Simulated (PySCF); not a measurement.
# Electronic structure of Ti⁺ (titanium, charge +1) at the UHF level

Configuration: [Ar] 3d2 4s1, high-spin 4F determinant. Computed with PySCF 2.14 in def2-SVP, with the non-relativistic Hamiltonian (point nucleus).

| Item | Value |
| --- | --- |
| Total energy | -848.084123 hartree |
| One-electron energy | -1156.7337 hartree |
| Hartree (Coulomb) energy | 349.6029 hartree |
| Exchange energy | -40.9533 hartree |
| Kinetic energy | 847.82261 hartree |
| ⟨S²⟩ | 3.7519 |
| ⟨L²⟩ | 12.027 |
| Sum of ⟨r⟩ | 17.37 bohr |
| Sum of ⟨r²⟩ | 29.75 bohr² |
| Density at the nucleus (Gaussians lack the cusp) | 6700 bohr⁻³ |
| Spin density at the nucleus | 2.93 bohr⁻³ |
| Langevin diamagnetic susceptibility | -23.6 ×10⁻⁶ cm³/mol |
| Time after the integrals | 0.15 s of wall time on 1 thread of Intel(R) Xeon(R) Platinum 8375C CPU @ 2.90GHz (shared host) |

| shell | electrons | mean orbital energy (hartree) | rms radius, mean of both spins (bohr) |
| --- | --- | --- | --- |
| 1s α | 1 | -183.53936 | 0.0813 |
| 1s β | 1 | -183.53612 | 0.0813 |
| 2s α | 1 | -21.71096 | 0.353 |
| 2s β | 1 | -21.67221 | 0.353 |
| 2p α | 3 | -18.08439 | 0.321 |
| 2p β | 3 | -18.04842 | 0.321 |
| 3s α | 1 | -3.20987 | 1.09 |
| 3s β | 1 | -3.06956 | 1.09 |
| 3p α | 3 | -2.14692 | 1.19 |
| 3p β | 3 | -1.98306 | 1.19 |
| 3d α | 2 | -0.71768 | 1.61 |
| 4s α | 1 | -0.47269 | 3.59 |
